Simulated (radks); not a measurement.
The nuclear charge of the carbon ion C2+ is varied continuously with 4 electrons held in [He] 2s2. Method: scalar-relativistic Kohn-Sham, r2SCAN, spin-polarised, spherical densities, finite nucleus; meta-GGA in the generalised Kohn-Sham scheme; Fermi nuclear charge, rms radius 2.4702 fm; computed with a radial shooting solver on a logarithmic mesh with Libxc functionals. By the Hellmann-Feynman theorem dE/dZ = E(electron-nucleus)/Z, the electronic potential at the nucleus (averaged over a nucleus of fixed radius). The scalar-relativistic energy here is not variational (the density holds large components alone), so the two differ by a part that grows with Z.

| Z | E (hartree) | E(electron-nucleus)/Z (hartree) | HOMO | e(HOMO) (eV) | <r> HOMO (bohr) |
|---|---|---|---|---|---|
| 5.5 | -30.10067 | -12.1800 | 2s | -29.346 | 1.548 |
| 5.6 | -31.33124 | -12.4307 | 2s | -31.476 | 1.507 |
| 5.7 | -32.58688 | -12.6815 | 2s | -33.676 | 1.469 |
| 5.8 | -33.86760 | -12.9322 | 2s | -35.944 | 1.433 |
| 5.9 | -35.17340 | -13.1830 | 2s | -38.281 | 1.399 |
| 6 | -36.50428 | -13.4337 | 2s | -40.686 | 1.366 |
| 6.1 | -37.86023 | -13.6845 | 2s | -43.161 | 1.335 |
| 6.2 | -39.24127 | -13.9353 | 2s | -45.704 | 1.305 |
| 6.3 | -40.64739 | -14.1861 | 2s | -48.316 | 1.277 |
| 6.4 | -42.07859 | -14.4369 | 2s | -50.997 | 1.250 |
| 6.5 | -43.53488 | -14.6877 | 2s | -53.746 | 1.223 |
| 6.6 | -45.01625 | -14.9386 | 2s | -56.564 | 1.199 |
| 6.7 | -46.52271 | -15.1894 | 2s | -59.451 | 1.175 |
| 6.8 | -48.05426 | -15.4403 | 2s | -62.406 | 1.152 |
| 6.9 | -49.61091 | -15.6912 | 2s | -65.429 | 1.130 |
| 7 | -51.19265 | -15.9421 | 2s | -68.521 | 1.108 |

The central difference of E at Z = 6 is -13.434 hartree, to compare with the third column; the second derivative is -2.51 hartree.
